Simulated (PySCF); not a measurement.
**Polarisability and C₆ of Cu²⁺ (copper, charge +2)**

[Ar] 3d8 4s1, high-spin 4F determinant (an excited configuration). Calculation: PySCF 2.14, in aug-cc-pVDZ-DK; the spin-free X2C one-electron Hamiltonian (Gaussian nucleus). Coupled (time-dependent) response in atomic units; α is the mean over directions. A double-zeta set is small for polarisabilities.

| method | mean α (bohr³) | C₆ (like pair) | S(−4) |
| --- | --- | --- | --- |
| UHF | 14.84 | 51.58 | 205.1 |
| PBE | 11.35 | 38.20 | 107.0 |
| PBE0 | 12.06 | 40.73 | 124.8 |
| BP86 | 11.41 | 38.54 | 107.8 |

S(−4) is the Cauchy moment in α(ω) = α(0) + S(−4) ω² + …

α(iu) at UHF:

```
u (hartree)  α(iu) (bohr³)
          0          14.84
     0.0500          14.34
      0.100          13.06
      0.200          9.767
      0.300          7.103
      0.500          4.206
      0.750          2.709
       1.00          2.006
       1.50          1.332
       2.00         0.9919
       3.00         0.6351
       5.00         0.3372
```

A single London oscillator, α(iu) = α/(1 + u²/ω²), gives C₆ = (3/4) ω α². Matching the computed C₆ needs ω = 4 × 51.58 / (3 × 14.84²) = 0.312 hartree.

For an ion, C₆ is the dispersion term alone; charge-induced terms of lower order in 1/R come first.
